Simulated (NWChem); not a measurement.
System: C3H7NSi; SMILES C=C=C(N)[SiH3]

```xyz
12

C     -0.6875    -2.4065     0.0195
C     -0.1034    -1.2337    -0.0260
C      0.4448    -0.0331    -0.0320
N      1.8147     0.2401     0.0732
Si    -0.7280     1.4430     0.0119
H     -0.9512    -2.9549    -0.8936
H     -0.9372    -2.8898     0.9728
H      2.4131    -0.5684    -0.0656
H      2.1237     1.0176    -0.5016
H     -0.7173     2.0934     1.3579
H     -0.2575     2.4590    -0.9850
H     -2.1077     1.0006    -0.3324
```
Atoms are numbered in this order, from 1.

Computed with NWChem. Geometry: optimised at PBE0/def2-SVP. Not confirmed as a minimum by frequencies. Hybrids' shares of exact exchange are those that their runs print; pure functionals count as 0. The functionals differ in more than this share.

```
row             share of exact exchange  orbital gap (eV)
--------------  -----------------------  ----------------
PBE/def2-SVP                       0.00              3.99
BP86/def2-SVP                      0.00              4.01
TPSSh/def2-SVP                     0.10              5.09
B3LYP/def2-SVP                     0.20              5.71
PBE0/def2-SVP                      0.25          withheld
```

### Question
Fit a straight line of the last column on the one before it, predict the withheld value, and compare with the run.

### Answer

1. Means of the 4 shown rows: x = 0.075, y = 4.700. Slope Σ(x − x̄)(y − ȳ)/Σ(x − x̄)² = 0.2410/0.02750 = 8.764; intercept 4.043.
2. The shown rows scatter about the line by 0.100 (root mean square); the largest residual is +0.17, at TPSSh/def2-SVP.
3. At x = 0.25 (PBE0/def2-SVP; beyond the shown range) the line gives 6.23.
4. The run gives 6.14, -0.09 from the line, 0.9 times the scatter.
